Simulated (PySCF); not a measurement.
Vertical excitations of a molecule CH4ClFOSi from TDDFT-CAM-B3LYP/def2-SVPD in PySCF 2.14.0, as energy in eV (oscillator strength): 6.46 (0.002), 7.26 (0.002), 7.71 (0.027), 8.25 (0.060), 8.38 (0.019), 8.56 (0.001), 8.60 (0.043), 8.67 (0.035), 8.80 (0.024), 8.86 (0.050). Lowest triplet (TDA): 6.05 eV. Geometry: B3LYP-D3(BJ)/def2-SVP. Other conformers were not sampled.

Question: Which molecule gave these data?
(A) C[Si@](O)(F)Cl
(B) OC[Si@@H](F)Cl
(C) CO[Si@H](F)Cl
(D) O[Si@@H](Cl)CF

Answer: B, OC[Si@@H](F)Cl
